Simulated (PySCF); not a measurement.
# Adding and removing an electron: CsTe

UHF-CCSD(T); PySCF, scalar-relativistic core potentials, basis sets Cs def2-SVP with ECP46, Te def2-SVP with ECP28. Neutral (UHF): doublet (π ↑), Re = 3.552 Å, ωe = 107 cm⁻¹, De = 1.85 eV.

CsTe⁺ (UHF): triplet (π ↑↑), Re = 4.134 Å, ωe = 48.9 cm⁻¹, De = 0.31 eV to Cs⁺ + Te. The energies at the minima are -287.05628 hartree for CsTe and -286.86093 for CsTe⁺.

Work out the adiabatic ionisation energy, without and with harmonic zero-point energies (1 hartree = 27.2114 eV, 1 eV = 8065.5 cm⁻¹), and the change of the bond length.

At UHF-CCSD(T): 0.19535 hartree = 5.316 eV between the minima; the zero-point term (48.9 − 107.0)/2 cm⁻¹ = -0.004 eV makes it 5.312 eV. Re changes by +58.2 pm against the neutral. The electron leaves a π orbital, and the ion is left as a loose complex of an ion and an atom.

Correlated steps freeze 4 core orbitals. Weak bonds: CsTe⁺. Basis-set superposition, not corrected here, can be much of De in a small basis, most of all at correlated wavefunction levels. These are scalar-relativistic numbers at best; spin–orbit coupling would shift them, the dissociation energy most. For an ion De counts to the pair picked by the measured ionisation energies or electron affinities, which need not be the lowest pair at this level. States were picked by a PBE0 search and need not be the measured ground states.
